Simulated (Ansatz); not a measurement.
Molecular dynamics of CO

input.yaml

```yaml
accuracy: low
crystal:
  lattice:
    - [7.186807, 0.0, 0.0]
    - [0.0, 7.186807, 0.0]
    - [0.0, 0.0, 7.186807]
  atoms:
    - { symbol: O, position: [0.8489495, -0.02938942, 0.35944662] }
    - { symbol: C, position: [0.7832817, 0.03190528, 0.48918394] }
    - { symbol: O, position: [0.33735595, 0.80516074, 0.24850213] }
    - { symbol: C, position: [0.30099682, 0.93247935, 0.16244133] }
    - { symbol: O, position: [0.38763062, 0.41756896, 1.07044973] }
    - { symbol: C, position: [0.47686293, 0.31295951, 0.99202503] }
    - { symbol: O, position: [0.57120195, 0.45840228, 0.46956945] }
    - { symbol: C, position: [0.49499054, 0.50887241, 0.59838112] }
    - { symbol: O, position: [0.96211602, 0.18889138, 0.95916839] }
    - { symbol: C, position: [0.91729142, 0.31678341, 0.87775892] }
    - { symbol: O, position: [0.06406804, 0.42476231, 0.42871768] }
    - { symbol: C, position: [-0.00886167, 0.50629166, 0.31498456] }
    - { symbol: O, position: [0.26160969, 0.0651498, 0.62354157] }
    - { symbol: C, position: [0.35636543, -0.03436798, 0.7017828] }
    - { symbol: O, position: [0.72079289, 0.77789343, 0.9835737] }
    - { symbol: C, position: [0.81368397, 0.77337318, 0.85584321] }
basis:
  ecutwfc: 420.0
kpoints:
  mp_grid: { grid: [1, 1, 1] }
hamiltonian:
  xc: pbe
scf:
  occupations: { method: fermi_dirac, width: 0.02 }
  lower_state_search: "off"
md:
  timestep: 1
  n_steps: 300
  ensemble: nvt_langevin
  temperature: 1000.0
  initial_velocities: maxwell_boltzmann
  seed: 702018
  friction: 0.02
```

Command:

```bash
$ ansatz run input.yaml --threads 1 --pin off --max-ram 3072MiB --backend cpu --events-out ev --progress --plain --runs-dir out
```

It starts from a partly relaxed structure (largest force component 0.23 eV/Å).

Output, in part (step lines):

```
md step     0: t =     0.00 fs  T =   937.5 K  F+E_penalty+E_count = -6532.88084167 eV  E_kin = 1.938900 eV  (11 SCF iters)
md step     1: t =     1.00 fs  T =   959.2 K  F+E_penalty+E_count = -6532.85996761 eV  E_kin = 1.983690 eV  (9 SCF iters)
md step     2: t =     2.00 fs  T =   915.3 K  F+E_penalty+E_count = -6532.81426778 eV  E_kin = 1.893028 eV  (9 SCF iters)
md step     3: t =     3.00 fs  T =   935.2 K  F+E_penalty+E_count = -6532.77218678 eV  E_kin = 1.934224 eV  (10 SCF iters)
md step     4: t =     4.00 fs  T =   874.8 K  F+E_penalty+E_count = -6532.76380548 eV  E_kin = 1.809193 eV  (10 SCF iters)
md step     5: t =     5.00 fs  T =   886.6 K  F+E_penalty+E_count = -6532.78659802 eV  E_kin = 1.833673 eV  (7 SCF iters)
md step     6: t =     6.00 fs  T =   946.8 K  F+E_penalty+E_count = -6532.80617083 eV  E_kin = 1.958199 eV  (8 SCF iters)
md step     7: t =     7.00 fs  T =   844.7 K  F+E_penalty+E_count = -6532.80594281 eV  E_kin = 1.747044 eV  (7 SCF iters)
[... lines left out ...]
md step   299: t =   299.00 fs  T =  1114.4 K  F+E_penalty+E_count = -6531.32331688 eV  E_kin = 2.304655 eV  (7 SCF iters)
md step   300: t =   300.00 fs  T =  1159.6 K  F+E_penalty+E_count = -6531.31950131 eV  E_kin = 2.398232 eV  (9 SCF iters)
```

The steps, from the saved trajectory:

```tsv
time (fs)	T (K)	potential energy less start (eV)
0.0	938	0.000
10.0	724	0.126
20.0	623	0.236
30.0	830	0.336
40.0	752	0.607
50.0	997	0.665
60.0	1081	0.584
70.0	1028	0.724
80.0	1002	0.819
90.0	815	0.890
100.0	948	1.071
110.0	1048	1.178
120.0	1066	1.473
130.0	825	1.633
140.0	740	1.612
150.0	1057	1.399
160.0	969	1.275
170.0	1045	1.335
180.0	880	1.556
190.0	1096	1.243
200.0	967	1.262
210.0	1048	1.312
220.0	1169	1.358
230.0	728	1.311
240.0	928	1.171
250.0	759	1.167
260.0	910	1.029
270.0	956	1.067
280.0	946	1.139
290.0	1036	1.318
300.0	1160	1.561
```

All steps were run. A run of 0.3 ps of so small a system gives no equilibrium averages. Limits of this set-up: coarse k mesh, low accuracy level.

Mean squared displacements from the first frame to the last, about the centre of mass: O 1.37 Å², C 1.40 Å².

Last frame:

```xyz
16
Lattice="7.1868 0.0000 0.0000 0.0000 7.1868 0.0000 0.0000 0.0000 7.1868" Properties=species:S:1:pos:R:3
O 5.569 0.320 3.025
C 5.084 0.617 3.977
O 1.720 5.349 1.545
C 1.995 6.380 2.016
O 4.322 1.940 7.757
C 3.646 2.777 8.005
O 4.403 3.743 4.615
C 3.601 4.084 3.906
O 7.256 0.719 7.717
C 6.407 0.959 6.948
O -0.373 4.074 2.485
C -0.203 2.977 2.265
O 2.399 -0.054 4.491
C 2.385 0.879 5.055
O 4.471 5.666 7.405
C 3.426 5.466 6.956
```

The run took 9.2 min on 1 thread of Arm Neoverse V2, with other jobs on the host, peak memory 0.44 GiB.
